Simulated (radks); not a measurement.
La V, 53 electrons, occupied as [Kr] 4d10 5s2 5p5. Calculated with a radial shooting solver on a logarithmic mesh with Libxc functionals: Dirac Kohn-Sham, PBEsol, spin-unpolarised, spherical densities, finite nucleus; open shells fill j = l - 1/2 first; Fermi nuclear charge, rms radius 4.855 fm.

Unscreened Slater integrals over Kohn-Sham orbitals (hartree). Large and small components are both included. Empty in this configuration: 4f5/2.

| integral | value |
|---|---|
| F0(5p3/2,5p3/2) | 0.52075 |
| F2(5p3/2,5p3/2) | 0.28367 |
| F0(5p3/2,5p1/2) | 0.53019 |
| G2(5p3/2,5p1/2) | 0.28705 |
| F0(5p3/2,5s1/2) | 0.55236 |
| G1(5p3/2,5s1/2) | 0.37032 |
| F0(5p3/2,4d5/2) | 0.64477 |
| F2(5p3/2,4d5/2) | 0.19182 |
| G1(5p3/2,4d5/2) | 0.055655 |
| G3(5p3/2,4d5/2) | 0.054415 |
| F0(5p3/2,4f5/2) | 0.60835 |
| F2(5p3/2,4f5/2) | 0.23233 |
| G2(5p3/2,4f5/2) | 0.13167 |
| G4(5p3/2,4f5/2) | 0.10132 |
| F0(5p1/2,5p1/2) | 0.54040 |
| F0(5p1/2,5s1/2) | 0.56443 |
| G1(5p1/2,5s1/2) | 0.38855 |
| F0(5p1/2,4d5/2) | 0.66594 |
| G3(5p1/2,4d5/2) | 0.060750 |
| F0(5p1/2,4f5/2) | 0.62617 |
| G2(5p1/2,4f5/2) | 0.14488 |
| F0(5s1/2,5s1/2) | 0.59307 |
| F0(5s1/2,4d5/2) | 0.71972 |
| G2(5s1/2,4d5/2) | 0.084265 |
| F0(5s1/2,4f5/2) | 0.67065 |
| G3(5s1/2,4f5/2) | 0.14875 |
| F0(4d5/2,4d5/2) | 1.1696 |
| F2(4d5/2,4d5/2) | 0.59555 |
| F4(4d5/2,4d5/2) | 0.39817 |
| F0(4d5/2,4f5/2) | 0.99055 |
| F2(4d5/2,4f5/2) | 0.46872 |
| F4(4d5/2,4f5/2) | 0.29750 |
| G1(4d5/2,4f5/2) | 0.55461 |
| G3(4d5/2,4f5/2) | 0.34476 |
| G5(4d5/2,4f5/2) | 0.24282 |
| F0(4f5/2,4f5/2) | 0.86822 |
| F2(4f5/2,4f5/2) | 0.40937 |
| F4(4f5/2,4f5/2) | 0.25604 |
